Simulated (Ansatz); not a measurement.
How methods differ on SnH3Cl (SMILES [Cl][SnH3])

SnH3Cl: 5 atoms, total charge 0, spin state singlet. As SMILES, `[Cl][SnH3]`. Geometry: relaxed at PBE0-D4/def2-TZVP.

Quantity: the electronic atomisation energy, in eV. The values are calculated. Electronic energies at fixed atoms, without zero-point motion or spin-orbit coupling.

```json
{"level": "HF/STO-3G", "kind": "Hartree–Fock", "program": "Ansatz", "value (eV)": "14.89", "less FCI/STO-3G": "-1.26", "CPU time (all runs)": "0.9 s"}
{"level": "PBE/STO-3G", "kind": "GGA", "program": "Ansatz", "value (eV)": "18.27", "less FCI/STO-3G": "+2.12", "CPU time (all runs)": "4.6 s"}
{"level": "r2SCAN/STO-3G", "kind": "meta-GGA", "program": "Ansatz", "value (eV)": "18.41", "less FCI/STO-3G": "+2.26", "CPU time (all runs)": "17 s"}
{"level": "B3LYP/STO-3G", "kind": "global hybrid", "program": "Ansatz", "value (eV)": "18.30", "less FCI/STO-3G": "+2.15", "CPU time (all runs)": "4.6 s"}
{"level": "BHLYP/STO-3G", "kind": "global hybrid", "program": "Ansatz", "value (eV)": "17.95", "less FCI/STO-3G": "+1.80", "CPU time (all runs)": "4 s"}
{"level": "wB97M-V/STO-3G", "kind": "range-separated hybrid", "program": "Ansatz", "value (eV)": "18.94", "less FCI/STO-3G": "+2.79", "CPU time (all runs)": "42 s"}
{"level": "MP2/STO-3G", "kind": "perturbation theory", "program": "Ansatz", "value (eV)": "15.77", "less FCI/STO-3G": "-0.38", "CPU time (all runs)": "1 s"}
{"level": "CCSDTQ/STO-3G", "kind": "coupled cluster or CI", "program": "Ansatz", "value (eV)": "16.15", "less FCI/STO-3G": "0.00", "CPU time (all runs)": "41 s"}
{"level": "FCI/STO-3G", "kind": "exact in the basis", "program": "Ansatz", "value (eV)": "16.15", "less FCI/STO-3G": "0.00", "CPU time (all runs)": "12 s"}
```

FCI/STO-3G is exact within its basis and frozen core, so for wave-function methods in that basis the difference is their error; functionals converge differently with the basis, so for them it is only a difference. All-electron rows without a relativistic Hamiltonian named are non-relativistic. The values span 14.89 to 18.94 eV. All rows use very small basis sets, so none should be taken for the real molecule's value. In the correlated wave-function rows the outer d shell of Sn is correlated, in sets not made for it. Times are those of the runs behind each value, whatever else they computed, on shared processors of several kinds: orders of magnitude only.
